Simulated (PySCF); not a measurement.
**Bonding in `C=C1[SiH2][C@@H]1C1CCCC1`**

C8H14Si.
SMILES with atom numbers: `[CH2:1]=[C:2]1[SiH2:3][C@@H:4]1[CH:5]1[CH2:6][CH2:7][CH2:8][CH2:9]1` (hydrogens: H10, H11 on C1; H12, H13 on Si3; H14 on C4; H15 on C5; H16, H17 on C6; H18, H19 on C7; H20, H21 on C8; H22, H23 on C9)

Cartesian coordinates in Å at the GFN2-xTB level; atoms count from 1:
```
atom  x, y, z in Å
C1     3.0254   -1.0310   -0.3322
C2     2.4160   -0.0627    0.3139
Si3    2.1921    1.1281    1.7202
C4     1.1413    0.7298    0.1796
C5    -0.1667   -0.0210    0.2684
C6    -0.5937   -0.6913   -1.0409
C7    -2.0697   -0.9944   -0.8050
C8    -2.5945    0.2269   -0.0358
C9    -1.3586    0.8902    0.5994
H10    3.9586   -1.4528    0.0096
H11    2.6262   -1.4507   -1.2462
H12    2.9501    2.3670    1.7373
H13    1.7400    0.6201    3.0045
H14    1.1434    1.4428   -0.6428
H15   -0.0769   -0.7942    1.0390
H16   -0.4768    0.0107   -1.8690
H17   -0.0110   -1.5846   -1.2591
H18   -2.6160   -1.1621   -1.7323
H19   -2.1617   -1.8920   -0.1911
H20   -3.3232   -0.0708    0.7174
H21   -3.0887    0.9208   -0.7159
H22   -1.1902    1.8757    0.1620
H23   -1.4700    1.0223    1.6749
```

Bond orders from the PBE0/pcSseg-1 density (PySCF). Geometry: GFN2-xTB, one conformer, isolated molecule. GFN2-xTB frequencies show an imaginary mode (22i cm⁻¹), so this geometry is no minimum at that level.

Task: Where do the orders between heavy atoms depart from those drawn in the SMILES?

Result: The largest departure is 0.136, at C4–C2 (drawn single, 0.864). Drawn single, order below 0.88: C4–C2 (0.864).

Task: Set the Mayer orders of the bonds between heavy atoms beside their lengths.

Result: 
| bond | drawn as | length (Å) | Mayer order |
| --- | --- | --- | --- |
| C1–C2 | double | 1.314 | 1.975 |
| C2–Si3 | single | 1.856 | 0.934 |
| Si3–C4 | single | 1.907 | 0.918 |
| C4–C5 | single | 1.511 | 0.985 |
| C5–C6 | single | 1.532 | 0.984 |
| C6–C7 | single | 1.525 | 1.039 |
| C7–C8 | single | 1.536 | 1.037 |
| C8–C9 | single | 1.540 | 1.032 |
| C4–C2 | single | 1.507 | 0.864 |
| C9–C5 | single | 1.536 | 1.012 |

Bonds between the same two heavy elements. C–C: lowest C4–C2 (0.864, 1.507 Å), highest C1–C2 (1.975, 1.314 Å); in 14 of the 28 pairs the longer bond (by over 0.003 Å) has the higher order (by 0.02 or more). C–Si: all 2 within 0.02 of one another (0.918 to 0.934).

Task: And the bonds to hydrogen?

Result: C–H: 0.92 to 0.96 (12 bonds); H–Si: 0.93 (2 bonds).

Task: Sum the orders of all bonds at each heavy atom with more than one neighbour and set the sums beside the valence in the SMILES.

Result: C1 3.845 (drawn 4), C2 3.773 (drawn 4), Si3 3.715 (drawn 4), C4 3.682 (drawn 4), C5 3.917 (drawn 4), C6 3.924 (drawn 4), C7 3.984 (drawn 4), C8 3.982 (drawn 4), C9 3.953 (drawn 4). Orders between atoms that aren't bonded are not in these sums.

For a closed shell the Mayer order of atoms A and B is Σ (PS)μν (PS)νμ over the basis functions μ on A and ν on B, with P the density and S the overlap matrix.
